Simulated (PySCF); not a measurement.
## Broadened absorption spectrum of C3H3F3SSi

C₃H₃F₃SSi.
Z-matrix (Å and degrees, GFN2-xTB geometry), rows numbered from 1:
```
F 
Si  1  1.6082
C   2  1.9322  1  102.94
F   3  1.3946  2  108.71  1  -169.37
C   3  1.4977  2  112.41  1    68.89
F   5  1.3627  3  115.67  2    30.52
C   5  1.3074  3  122.17  2  -151.01
S   7  1.5538  5  173.18  3    13.29
H   2  1.4472  1  107.80  3   118.71
H   2  1.4511  1  106.95  3  -113.45
H   3  1.0966  2  111.90  1   -54.02
```

Computed with PySCF, TDDFT CAM-B3LYP/def2-SVPD, vertical, gas phase, core orbitals frozen in the response.

Each state is given a Gaussian of 0.5 eV full width at half maximum, with ε(max) = 2.175×10⁸ f / Δν̃ (Δν̃ the width in cm⁻¹). The width is an assumption, not a result. The curve ends short of the highest state used, and states not computed would add to its high-energy end.

E (eV), ε (L mol⁻¹ cm⁻¹) and a bar:
```
     1.09          0 
     1.31          1 
     1.54          7 
     1.76         17 
     1.99         14 
     2.22          3 
     2.44          0 
     2.67          0 
     2.90          0 
     3.12          0 
     3.35          0 
     3.57          0 
     3.80          0 
     4.03          0 
     4.25          0 
     4.48          1 
     4.70         16 
     4.93        115 
     5.16        287 
     5.38        590 #
     5.61       4861 #####
     5.83      20054 ####################
     6.06      29520 ##############################
     6.29      16596 #################
```

**Question.** Where are the band maxima, and which computed states make them?

**Answer.** 675 nm (1.84 eV), ε about 18, made up of S1 (100%); 206 nm (6.03 eV), ε about 30000, made up of S4 (95%) (ε in L mol⁻¹ cm⁻¹; maxima over ε = 5, shares over 10%). The states used: S1 1.84 eV (f 0.0003); S2 5.19 eV (f 0.0040); S3 5.38 eV (f 0.0019); S4 6.01 eV (f 0.525); S5 6.17 eV (f 0.022); S6 6.45 eV (f 0.085); S7 6.80 eV (f 0.0088); S8 6.89 eV (f 0.051).

**Question.** Does any computed singlet lie in the visible range?

**Answer.** S1 lies in the visible range (380 to 750 nm), at 675 nm, dark in the vertical dipole picture (f under 0.0005); light of that wavelength is red, and its complementary colour is blue-green.

**Question.** On this curve, what absorbance would a 10⁻³ mol/L sample give at 254 nm over a 1 cm path?

**Answer.** 254 nm is 4.881 eV, where ε is about 83 L mol⁻¹ cm⁻¹, so A = ε c l ≈ 0.083 (Beer–Lambert, with the gas-phase spectrum and the assumed width).

**Question.** What would ε be at 6.03 eV, the highest of these maxima, with half the width (0.25 eV)?

**Answer.** About 56800 L mol⁻¹ cm⁻¹ against 29900, a factor of about 1.9; a lone state at its own centre would give exactly 2.

Time: 50 s; peak memory 0.91 GiB. Hardware: an Arm Neoverse V1 with one thread, shared host with 32 logical CPUs at a one-minute load of 28.

One conformer stands for the species.
